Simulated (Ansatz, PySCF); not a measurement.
CH5BBrN, SMILES CB(N)Br. Atoms are numbered in the order given.

```xyz
9

B      0.6124     0.6686     0.2310
Br    -0.6573    -0.7546    -0.2432
C      0.5110     2.0499    -0.5083
H      0.6287     1.9124    -1.5962
H      1.2649     2.7787    -0.1685
H     -0.4886     2.4919    -0.3611
N      1.5506     0.3710     1.2139
H      2.2432     1.0444     1.5213
H      1.6015    -0.5268     1.6803
```
Charge 0, spin multiplicity 1.

The structure is a stationary point at B3LYP-D3(BJ)/def2-SVP. This is a generated structure with no PubChem entry under its InChIKey; it may be hypothetical. Other conformers were not sampled.

Two levels are set side by side: PBE-D3(BJ)/def2-SVP (Ansatz, a program for electronic structure) and B3LYP-D3(BJ)/def2-SVP (Ansatz). Each level has its own optimised geometry; the coordinates shown are those of the second. Frequencies come from the Hessian of PySCF at each geometry. Differences are taken from unrounded values.

```
quantity                            B3LYP-D3(BJ)  PBE-D3(BJ)  PBE-D3(BJ) minus B3LYP-D3(BJ)
----------------------------------  ------------  ----------  -----------------------------
mean bond length (Å)                       1.283       1.288                          0.006
bond B1–Br2 (Å)                            1.965       1.963                         -0.003
bond B1–C3 (Å)                             1.570       1.574                          0.004
bond B1–N7 (Å)                             1.391       1.399                          0.008
bond C3–H4 (Å)                             1.103       1.110                          0.007
bond C3–H5 (Å)                             1.102       1.109                          0.007
bond C3–H6 (Å)                             1.103       1.110                          0.007
bond N7–H8 (Å)                             1.014       1.021                          0.007
bond N7–H9 (Å)                             1.013       1.020                          0.007
highest harmonic wavenumber (cm⁻¹)          3689        3616                            -73
mean harmonic wavenumber (cm⁻¹)             1435        1400                            -35
zero-point energy (kcal/mol)               43.09       42.03                          -1.06
```

GGA bonds tend to be longer and softer than those of functionals with exact exchange. Differences between two approximate levels are no errors against the true value.
